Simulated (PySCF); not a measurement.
trisilylamine (H9NSi3), SMILES [SiH3]N([SiH3])[SiH3]. Atoms are numbered in the order given.

```xyz
13

Si    -0.4116     1.7107     0.0000
N      0.0000     0.0000     0.0000
Si    -1.2757    -1.2118     0.0000
Si     1.6873    -0.4989     0.0000
H     -1.8981     1.8024     0.0000
H      0.1220     2.4035     1.2054
H      0.1220     2.4035    -1.2054
H     -2.1425    -1.0961    -1.2054
H     -0.6119    -2.5450     0.0000
H     -2.1425    -1.0961     1.2054
H      2.0205    -1.3074     1.2054
H      2.0205    -1.3074    -1.2054
H      2.5100     0.7426     0.0000
```
Charge 0, spin multiplicity 1.

Coordinates come from a TPSSh-D3(BJ)/def2-SVP optimisation.

The numbers are results of TDDFT-CAM-B3LYP/def2-SVPD run with PySCF, not measurements.

Vertical excitations; the highest root listed may be one member of a degenerate set. Gas-phase values at a fixed geometry. State labels are in the subgroup Cs.

Problem. List the lowest excited states. (Estimate from the structure and the level; the computed values follow.)

Solution. 
| state | symmetry | energy (eV) | λ (nm) | f | main pairs |
|---|---|---|---|---|---|
| S1 | A" | 6.14 | 202 | 0.001 | HOMO→LUMO 97 % |
| S2 | A" | 7.23 | 171 | 0.079 | HOMO→LUMO+1 79 %, HOMO→LUMO+4 18 % |
| S3 | A" | 7.56 | 164 | 0.007 | HOMO→LUMO+4 78 %, HOMO→LUMO+1 18 % |
| S4 | A" | 7.67 | 162 | 0.000 | HOMO→LUMO+3, HOMO→LUMO+2 (degenerate set) |
| S5 | A" | 7.67 | 162 | 0.000 | HOMO→LUMO+2, HOMO→LUMO+3 (degenerate set) |
| S6 | A' | 7.69 | 161 | 0.031 | HOMO→LUMO+5, HOMO→LUMO+6 (degenerate set) |
| S7 | A' | 7.69 | 161 | 0.031 | HOMO→LUMO+6, HOMO→LUMO+5 (degenerate set) |
| S8 | A" | 7.94 | 156 | 0.000 | HOMO→LUMO+7, HOMO→LUMO+8, HOMO−5→LUMO (degenerate set) |
| S9 | A" | 7.94 | 156 | 0.000 | HOMO→LUMO+8, HOMO→LUMO+7, HOMO−4→LUMO (degenerate set) |
| S10 | A' | 8.18 | 152 | 0.000 | HOMO−1→LUMO 87 % |
| T1 | A" | 5.81 | 214 | 0 | HOMO→LUMO 92 % |
| T2 | A" | 6.99 | 177 | 0 | HOMO→LUMO+1 73 %, HOMO→LUMO+4 18 % |
| T3 | A' | 7.39 | 168 | 0 | HOMO→LUMO+5 (degenerate set) |
| T4 | A' | 7.39 | 168 | 0 | HOMO→LUMO+6 (degenerate set) |
Triplets are in the Tamm–Dancoff approximation, which puts them higher than full response would, so one can lie above its singlet here.
